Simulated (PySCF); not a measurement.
**Optical rotation: `O=C[C@@H]1C[C@@H]1[SiH2]P`, C$_{4}$H$_{9}$OPSi**

Molfile (atoms numbered from 1):
```
C4H9OPSi
     RDKit          3D

 16 16  0  0  0  0  0  0  0  0999 V2000
    0.2916    0.8256    1.6470 O   0  0  0  0  0  0  0  0  0  0  0  0
   -0.4519    1.4862    0.9530 C   0  0  0  0  0  0  0  0  0  0  0  0
   -1.2066    0.9193   -0.1494 C   0  0  2  0  0  0  0  0  0  0  0  0
   -1.9262   -0.3907    0.1200 C   0  0  0  0  0  0  0  0  0  0  0  0
   -0.6724   -0.4084   -0.6627 C   0  0  2  0  0  0  0  0  0  0  0  0
    0.9017   -1.1085    0.1351 Si  0  0  0  0  0  4  0  0  0  0  0  0
    2.5583    0.3994    0.0706 P   0  0  0  0  0  0  0  0  0  0  0  0
   -0.5722    2.5672    1.1329 H   0  0  0  0  0  0  0  0  0  0  0  0
   -1.6726    1.6188   -0.8303 H   0  0  0  0  0  0  0  0  0  0  0  0
   -2.8767   -0.5311   -0.3743 H   0  0  0  0  0  0  0  0  0  0  0  0
   -1.8973   -0.7519    1.1370 H   0  0  0  0  0  0  0  0  0  0  0  0
   -0.7748   -0.5471   -1.7306 H   0  0  0  0  0  0  0  0  0  0  0  0
    1.2749   -2.1672   -0.8292 H   0  0  0  0  0  0  0  0  0  0  0  0
    0.6351   -1.7773    1.4063 H   0  0  0  0  0  0  0  0  0  0  0  0
    2.8256    0.3985    1.4219 H   0  0  0  0  0  0  0  0  0  0  0  0
    3.5560   -0.5241   -0.1910 H   0  0  0  0  0  0  0  0  0  0  0  0
  1  2  2  0
  2  3  1  0
  3  4  1  0
  4  5  1  0
  5  6  1  0
  6  7  1  0
  5  3  1  0
  2  8  1  0
  3  9  1  6
  4 10  1  0
  4 11  1  0
  5 12  1  6
  6 13  1  0
  6 14  1  0
  7 15  1  0
  7 16  1  0
M  END
```

Method used: TDDFT BHandHLYP/def2-SVPD circular dichroism and optical rotation, one conformer, gas phase (PySCF 2.14.0). Geometry: GFN2-xTB.

The molecule is flexible and this is one conformer; a measurement averages over conformers.

Stereocentres: C3 S, C5 S.

Give the optical rotatory dispersion at 633, 589.3, 546, 436, 405, 365, 355 nm.

[α] in deg dm⁻¹ (g/mL)⁻¹:
| λ (nm) | origin-invariant length gauge | modified velocity gauge | length gauge (centre of mass) | isotropic polarisability (au) |
| --- | --- | --- | --- | --- |
| 633 | +157.3 | +165.8 | +159.3 | 100.4 |
| 589.3 | +191.5 | +201.4 | +193.8 | 100.8 |
| 546 | +238.8 | +250.6 | +241.7 | 101.4 |
| 436 | +505.2 | +525.4 | +510.3 | 103.8 |
| 405 | +678.2 | +702.7 | +684.4 | 104.9 |
| 365 | +1101.2 | +1134.3 | +1109.5 | 106.9 |
| 355 | +1277.8 | +1314.0 | +1286.8 | 107.5 |

And for the mirror image at 589.3 nm?

-191.5 deg dm⁻¹ (g/mL)⁻¹ (origin-invariant length gauge): the same size and the opposite sign.

What is the molar rotation [Φ] = [α]·M/100 of the geometry above at 589.3 nm?

With M = 132.17 g/mol, +253.1 deg cm² dmol⁻¹ (origin-invariant length gauge).

The first excitation lies at 4.68 eV (265 nm) with R = +24.2 × 10⁻⁴⁰ esu² cm² (velocity form).
